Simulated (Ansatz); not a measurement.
Geometry optimisation, RKS PBE0-D4/6-31G* in Ansatz 0.2.0.

The input (input.yaml):

```yaml
crystal:
  periodic: [false, false, false]
  atoms:
    - { symbol: B, position_ang: [0.060758, 0.452457, -0.336269] }
    - { symbol: F, position_ang: [-0.463593, -0.134998, 2.053894] }
    - { symbol: F, position_ang: [1.200602, -0.22699, -0.402778] }
    - { symbol: H, position_ang: [-0.906651, -0.064609, -0.825379] }
    - { symbol: Si, position_ang: [0.093491, 2.267093, 0.452898] }
    - { symbol: H, position_ang: [0.934693, 2.246535, 1.700496] }
    - { symbol: H, position_ang: [0.726574, 3.279134, -0.444638] }
    - { symbol: H, position_ang: [-1.253398, 2.76415, 0.846812] }
    - { symbol: H, position_ang: [0.239425, 0.400129, 2.347364] }
basis:
  gaussian: { orbitals: "6-31G*" }
hamiltonian:
  xc: pbe0
  dispersion: d4
relax:
  f_tol: 0.03
  max_steps: 50
```

Launched with:

```bash
$ ansatz run input.yaml --threads 2 --pin off --max-ram 3072MiB --backend cpu --events-out ev --progress --plain --runs-dir out
```

Where does it end, and by what steps?

The forces met the threshold. The force dipped under the threshold on the way, but the program's further checks kept it going. After 15 steps the energy has fallen by 0.099 eV; H9 moved furthest, 1.03 Å.

```json
{"step": "0", "energy less start (eV)": "0.0000", "largest force component (eV/Å)": "0.851", "accepted": "yes"}
{"step": "1", "energy less start (eV)": "-0.0155", "largest force component (eV/Å)": "1.123", "accepted": "yes"}
{"step": "2", "energy less start (eV)": "-0.0476", "largest force component (eV/Å)": "0.514", "accepted": "yes"}
{"step": "3", "energy less start (eV)": "-0.0619", "largest force component (eV/Å)": "0.398", "accepted": "yes"}
{"step": "4", "energy less start (eV)": "-0.0645", "largest force component (eV/Å)": "0.691", "accepted": "yes"}
{"step": "5", "energy less start (eV)": "-0.0730", "largest force component (eV/Å)": "0.604", "accepted": "yes"}
{"step": "6", "energy less start (eV)": "-0.0882", "largest force component (eV/Å)": "0.243", "accepted": "yes"}
{"step": "7", "energy less start (eV)": "-0.0957", "largest force component (eV/Å)": "0.212", "accepted": "yes"}
{"step": "8", "energy less start (eV)": "-0.0966", "largest force component (eV/Å)": "0.250", "accepted": "yes"}
{"step": "9", "energy less start (eV)": "-0.0673", "largest force component (eV/Å)": "1.299", "accepted": "no"}
{"step": "10", "energy less start (eV)": "-0.0966", "largest force component (eV/Å)": "0.245", "accepted": "yes"}
{"step": "11", "energy less start (eV)": "-0.0956", "largest force component (eV/Å)": "0.314", "accepted": "no"}
{"step": "12", "energy less start (eV)": "-0.0981", "largest force component (eV/Å)": "0.015", "accepted": "yes"}
{"step": "13", "energy less start (eV)": "-0.0983", "largest force component (eV/Å)": "0.093", "accepted": "yes"}
{"step": "14", "energy less start (eV)": "-0.0985", "largest force component (eV/Å)": "0.067", "accepted": "yes"}
{"step": "15", "energy less start (eV)": "-0.0986", "largest force component (eV/Å)": "0.004", "accepted": "yes"}
```

```xyz
9
Properties=species:S:1:pos:R:3
B 0.071 0.507 -0.078
F -0.575 -0.173 1.937
F 1.187 -0.227 0.097
H -0.819 -0.018 -0.688
Si 0.114 2.474 0.432
H 1.054 2.726 1.565
H 0.569 3.308 -0.723
H -1.238 2.959 0.834
H 0.269 -0.575 2.015
```

The run took 29 s on 2 threads of Arm Neoverse V1, with other jobs on the host, peak memory 0.14 GiB.
